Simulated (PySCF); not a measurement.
C₃H₂, neutral, multiplicity 1.

```xyz
5

C      0.0000     0.0000    -1.1190
C      0.0000     0.0000     0.2000
H      0.0000     0.9276    -1.6881
H      0.0000    -0.9276    -1.6881
C      0.0000     0.0000     1.4817
```

Coordinates come from a PBE0-D3(BJ)/def2-TZVP optimisation.

Computed with PBE/pcSseg-2 (PySCF). Non-relativistic, no solvent.

Computed absolute GIAO shielding of each atom: isotropic value and principal components (ppm):
```
atom  σ(iso)     σ11     σ22     σ33   span
----  ------  ------  ------  ------  -----
C1       9.4  -172.8    36.2   164.9  337.7
C2     -72.5  -163.4   -46.8    -7.4  156.0
H3      23.8    20.6    23.8    27.1    6.5
H4      23.8    20.6    23.8    27.1    6.5
C5    -551.4  -834.9  -687.3  -132.1  702.9
```
